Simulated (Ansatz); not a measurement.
`C[C@@]12[C@H]3[C@H]4[C@H]5[C@@H]1[TiH]45321678([Cl])[C@@H]2[C@H]1[C@H]6[C@@]7(C)[C@@H]28` at its PBE0-D4/def2-TZVP geometry, where that method's forces vanish. Charge 0, multiplicity 1.

```xyz
29

C     0.2524   -2.1702    2.5202
C    -0.7330   -1.5349    1.6025
C    -1.2627   -2.1016    0.4210
C    -2.1945   -1.2045   -0.1400
C    -2.2335   -0.0632    0.6883
C    -1.3292   -0.2674    1.7556
Ti   -0.0986   -0.1608   -0.2455
Cl    1.5686   -1.6978   -0.6770
C     0.7402    1.7877    0.7006
C    -0.3894    2.1472   -0.0718
C    -0.0945    1.8826   -1.4220
C     1.2330    1.3908   -1.5030
C     1.9510    1.0048   -2.7469
C     1.7386    1.3448   -0.1910
H     0.8026   -1.4224    3.0940
H    -0.2624   -2.8226    3.2324
H     0.9711   -2.7733    1.9649
H    -0.9598   -3.0448   -0.0060
H    -2.7870   -1.3716   -1.0243
H    -2.8533    0.8055    0.5338
H    -1.1349    0.4218    2.5639
H    -0.8235   -0.3129   -1.7390
H     0.8388    1.8769    1.7714
H    -1.3142    2.5500    0.3084
H    -0.7484    2.0525   -2.2633
H     2.6606    0.2001   -2.5529
H     2.5021    1.8599   -3.1504
H     1.2517    0.6629   -3.5115
H     2.7082    0.9604    0.0875
```

**Question.** What forces (eV/Å) does r2SCAN-D4/def2-TZVPP give on these atoms in Ansatz 0.2.0? (Best estimate.)

**Answer.** Ansatz gave: 
```
C1   0.075 -0.032  0.038
C2   0.053 -0.091  0.116
C3  -0.016 -0.243 -0.062
C4  -0.179 -0.072 -0.153
C5  -0.206  0.146 -0.002
C6  -0.011  0.135  0.207
Ti7  0.115 -0.073  0.027
Cl8  0.089 -0.079 -0.021
C9   0.052  0.062  0.226
C10 -0.176  0.169  0.065
C11 -0.123  0.108 -0.191
C12  0.089  0.038 -0.135
C13  0.032 -0.049 -0.067
C14  0.241 -0.007  0.063
H15 -0.004 -0.009  0.003
H16  0.009  0.003 -0.001
H17 -0.016 -0.005  0.018
H18  0.005  0.004  0.005
H19  0.003  0.002  0.012
H20  0.003 -0.007 -0.001
H21  0.006  0.001 -0.001
H22 -0.058 -0.016 -0.134
H23 -0.002  0.001 -0.001
H24  0.008 -0.004  0.002
H25  0.009 -0.002  0.000
H26  0.002  0.023 -0.008
H27 -0.004 -0.009 -0.003
H28  0.008  0.007  0.003
H29 -0.003 -0.001 -0.006
```
